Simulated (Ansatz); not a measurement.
This geometry of BCl2H4NO + FH (11 atoms, charge 0, multiplicity 1) is a first-order saddle point.

All numbers below come from RKS BHLYP/def2-SVP (Ansatz).

```xyz
11
Properties=species:S:1:pos:R:3
B 0.177 -0.842 -0.139
O 1.062 0.085 -0.750
Cl -0.764 -1.867 -1.363
Cl 0.997 -1.888 1.153
H -0.692 1.056 0.507
N -0.912 0.061 0.632
H 0.794 1.641 -0.523
F 0.319 2.378 -0.167
H 1.764 -0.342 -1.234
H -0.906 -0.159 1.622
H -1.839 -0.123 0.262
```

Task: Which two structures does it join? (They come from a converged band through this point; their orientation in space is the band's.)

Result: No bond is made or broken.  The two ends are copies of one structure, up to a mirror image or an exchange of like atoms.

Image 0:

```xyz
11
Properties=species:S:1:pos:R:3
B 0.182 -0.812 -0.134
O 1.245 0.091 -0.409
Cl -0.739 -1.366 -1.637
Cl 0.688 -2.228 0.940
H -0.920 0.994 0.301
N -0.854 0.060 0.721
H 0.673 1.562 -0.706
F 0.029 2.252 -0.648
H 1.988 -0.330 -0.834
H -0.524 0.155 1.676
H -1.767 -0.380 0.731
```

Image 6:

```xyz
11
Properties=species:S:1:pos:R:3
B 0.188 -0.813 -0.125
O 0.823 0.091 -1.020
Cl -0.645 -2.224 -0.982
Cl 1.268 -1.372 1.265
H -0.602 0.991 0.763
N -0.975 0.061 0.545
H 0.896 1.562 -0.381
F 0.615 2.253 0.201
H 1.493 -0.328 -1.555
H -1.312 -0.385 1.391
H -1.749 0.164 -0.103
```

Task: How far does it lie above each of them?

Result: 0.046 eV above the first and 0.046 eV above the second. This is the barrier of this one path; another mechanism may lie lower.

Run time: 3.5 min on 2 threads of AMD EPYC 7R13 Processor (Zen 3), on a shared host, peak memory 0.32 GiB.
